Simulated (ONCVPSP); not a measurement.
## PBE ONCV dataset for iron, fully relativistic all-electron reference.

iron (Fe), optimised norm-conserving Vanderbilt (ONCV), made with ONCVPSP 4.0.1 (PBE, fully relativistic). Core [Ne], reference 3s2 3p6 3d6 4s2. Waves: 3s+4s: rc 1.10 bohr, ncon 4, nbas 8, qcut 8.3 1/bohr, 3 projectors, debl 1.7 Ha; 3p: rc 1.05 bohr, ncon 4, nbas 7, qcut 14.5 1/bohr, 1 projector; 3d: rc 1.80 bohr, ncon 4, nbas 9, qcut 7.9 1/bohr, 2 projectors, debl 2.3 Ha. Local part: polynomial inside 0.70 bohr (lpopt 5, dvloc0 1 Ha). Core correction: Teter function, parameters optimised by the program.

Open shells are filled in proportion to 2j + 1.

All-electron outer shells of the reference configuration (PBE, scalar-relativistic, ld1.x):

```tsv
shell	level (eV)	outermost node (bohr)	outermost maximum (bohr)
2p	-698.45	–	0.18
3s	-94.02	0.33	0.70
3p	-60.04	0.30	0.72
3d	-7.50	–	0.71
4s	-5.29	1.00	2.41
```

(1) Estimate the cutoffs (Ha) at which the residual kinetic energy of the hardest occupied pseudo-wave falls to 1 and 0.1 mHa per electron.

(2) Does the potential have ghost states?

(3) Tests: 3s2 3p6 3d6 4s1; 3s2 3p6 3d6 4s0; 3s2 3p6 3d5 4s0; 3s2 3p5 3d6 4s2. Which has the largest error in its energy relative to the reference configuration, and how large is it?

## Answers

(1) 48 Ha and 128 Ha.

(2) No bound ghost flagged; GHOST(+) flags only above 600 eV.

(3) 3s2 3p5 3d6 4s2, with -313 meV (all-electron minus pseudo) on +67.69 eV.
